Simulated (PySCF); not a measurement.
Computed IR spectrum (relative IR intensity) of a molecule C5H6Se. Coordinates come from a B3LYP-D3(BJ)/def2-SVP optimisation. Other conformers were not sampled. Calculation: B3LYP-D3(BJ)/def2-SVP run with PySCF. Frequencies are harmonic and unscaled.

ν (cm⁻¹): 210 (w), 412 (w), 609 (m), 663 (w), 774 (w), 886 (vs), 908 (w), 968 (m), 1007 (s), 1187 (m), 1240 (m), 1313 (w), 1440 (w), 1466 (vw), 1473 (w), 2068 (vw), 3046 (s), 3092 (s), 3096 (s), 3161 (m), 3176 (w) (against the strongest line: vs over 80 %, s over 45 %, m over 15 %, w over 4 %, vw less)

**Question.** Identify the compound among the candidates.
(A) C=C=C1CC[Se]1
(B) C1=C[Se]C=CC1
(C) C1=CC[Se]C=C1
(D) C=C1C=C[Se]C1

**Answer.** A, C=C=C1CC[Se]1
